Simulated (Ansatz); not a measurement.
One geometry of Ge5O5, several levels of theory.

```yaml
crystal:
  periodic: [false, false, false]
  atoms:
    - {symbol: Ge, position_ang: [1.574164, 1.752612, -0.159995]}
    - {symbol: Ge, position_ang: [-1.784688, -1.853067, -0.252668]}
    - {symbol: Ge, position_ang: [-1.528986, 0.974927, 1.533978]}
    - {symbol: Ge, position_ang: [-0.448091, 0.223284, -1.540616]}
    - {symbol: Ge, position_ang: [1.700623, -1.492652, 0.595989]}
    - {symbol: O, position_ang: [-0.550730, 1.346181, 0.055675]}
    - {symbol: O, position_ang: [1.202353, 0.843735, -1.743504]}
    - {symbol: O, position_ang: [0.062933, -1.394985, -0.327135]}
    - {symbol: O, position_ang: [-2.194460, -0.621228, 0.991404]}
    - {symbol: O, position_ang: [1.966883, 0.221203, 0.846891]}
basis:
  gaussian: {orbitals: def2-SVP, initial_orbitals: start.molden}
magnetization: {spin_polarized: true, initial_magnetization: 2}
hamiltonian: {xc: pbe, dispersion: d4}
scf: {omitted_lower_state_checks: [starts]}
output: {orbitals: {seedname: orbitals}}
```

The file start.molden holds the orbitals of an earlier run on this structure, at another level or in another basis.

```sh
$ ansatz run in.yaml --threads 4 --pin off --events-out ev --progress --plain --max-ram 6963MiB
```

Output, abridged:

```
Functional definition: PBE
2470 factors; their error is unknown
mean field evaluation 1: about -292734.5812 eV, gradient 9.0e0 eV
mean field evaluation 2: about -292734.9784 eV, gradient 4.6e-1 eV
mean field evaluation 4: about -292734.8109 eV, gradient 1.5e-1 eV
mean field evaluation 8: about -292734.8116 eV, gradient 3.1e-5 eV
mean field evaluation 16: about -292734.8116 eV, gradient 4.2e-6 eV
mean field -292734.81159321 eV, -10757.8059032684 hartree, gradient 4.2e-6 eV, S^2 2.004084; 0 other end points of the search recorded, 0 dependent functions left out
reference -292734.81163408 eV, -10757.8059047706 hartree; 101, 99 occupied and 129, 131 virtual orbitals, 2470 factors
Total energy: -292735.58010386 eV, -10757.8341455140 hartree
Checks for a lower state left out: starts
```

Run time 18 s (4 threads of Arm Neoverse V1 on a shared host), peak host memory 0.62 GiB.

First input, but with `hamiltonian: {xc: r2scan, dispersion: d4}` (abridged; 39 s):

```
Functional definition: r2SCAN
mean field -292781.74682777 eV, -10759.5307413246 hartree, gradient 1.6e-5 eV, S^2 2.008331
Total energy: -292781.91730980 eV, -10759.5370064239 hartree
Checks for a lower state left out: starts
```

The first input with `gaussian: {orbitals: def2-SVP}`, `hamiltonian: {xc: pbe0, dispersion: d4}` (abridged; 42 s):

```
Functional definition: PBE0
mean field evaluation 16: about -292740.5261 eV, gradient 1.1e-1 eV
mean field evaluation 32: about -292740.5267 eV, gradient 6.2e-4 eV
mean field -292740.52669753 eV, -10758.0159294785 hartree, gradient 1.8e-5 eV, S^2 2.007635
Total energy: -292741.19304667 eV, -10758.0404173575 hartree
Checks for a lower state left out: starts
```

Geometry: r2SCAN-D4/def2-SVP, that of the neutral singlet.

At PBE0-D4/def2-SVP a singlet of charge 0 lies 2.81 eV below the triplet at the same geometry. The structure comes from a short search, and lower isomers may exist.
